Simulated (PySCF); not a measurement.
Gas-phase reaction: GeH₃F + 3 F₂ = GeF₄ + 3 HF

Energies from PySCF, thermal terms from the rigid-rotor harmonic-oscillator model, ideal gas at 1 bar. † marks an energy on the PBE0/def2-TZVP geometry and frequencies; other levels use their own. CCSD(T) freezes the core. All species are closed-shell singlets. B3LYP is the form with VWN-RPA correlation. Ge: all electrons, no relativistic terms. CCSD(T) isn't extrapolated to the basis-set limit; its ΔH°(298 K) is -1698.6 kJ in def2-SVP and -1781.3 kJ in def2-TZVPP. The harmonic model lacks anharmonicity and excited electronic states, which grow with temperature; levels with a mode under 35 cm⁻¹ are left out.

```csv
level,"ΔE electronic, kJ","ΔH°(298 K), kJ","ΔS°(298 K), J/K","ΔG°(1000 K), kJ"
B3LYP/def2-TZVP†,-1730,-1710,-34,-1685
CCSD(T)/def2-SVP†,-1718,-1699,-34,-1673
CCSD(T)/def2-TZVPP†,-1801,-1781,-34,-1756
PBE/def2-SVP,-1582,-1563,-32,-1538
PBE/def2-TZVP†,-1663,-1644,-34,-1618
PBE0/def2-QZVP†,-1785,-1765,-34,-1740
PBE0/def2-TZVP,-1751,-1732,-34,-1706
ωB97X-V/def2-TZVP†,-1749,-1729,-34,-1704
```
ΔH° is lowest at CCSD(T)/def2-TZVPP† and highest at PBE/def2-SVP. No reference value is set beside these.
